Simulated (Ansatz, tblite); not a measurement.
Cost and result up the ladder for the cluster K₅H₅ (10 atoms). The state is a singlet with charge 0. Geometry: PBE-D4/def2-SVP.

Cartesian coordinates in Å:
```
K 2.018 -1.232 0.355
K -1.082 -1.504 2.453
K 1.008 1.688 -3.035
K -1.873 -0.582 -1.219
K 0.336 1.841 1.505
H 1.746 1.219 -0.675
H -1.930 0.621 1.176
H 1.221 -0.325 2.681
H -0.317 -2.332 0.091
H -1.127 0.606 -3.332
```

Ansatz on 4 threads of Arm Neoverse V1 on a shared host; xTB runs through tblite on one thread. Times are rough, summed over both states, and most runs start from the orbitals of an earlier one. PBE0-D4/def2-TZVP serves as the yardstick here, not as an exact answer. The other state is a triplet.

The xTB rows come from tblite. HOMO above LUMO, or a gap near zero within one spin, warns that the state may not be the lowest or that an electron is smeared out. The structure comes from a short search, and lower isomers may exist.

Run but left out: PBE-D4/def2-TZVP (triplet: an occupied level 0.10 eV above an empty one).

xTB has no spin-polarisation term.

```tsv
level	functions	wall time	vertical triplet (eV)	difference from PBE0-D4/def2-TZVP (eV)	remarks
GFN1-xTB	30	0.01 s	5.14	1.91	–
GFN2-xTB	25	0.017 s	3.13	-0.11	–
PBE0-D4/def2-TZVP (with forces)	195	50 s	3.23	0.00	–
r2SCAN-D4/def2-TZVP	195	95 s	3.02	-0.22	gap within one spin near zero (triplet)
```
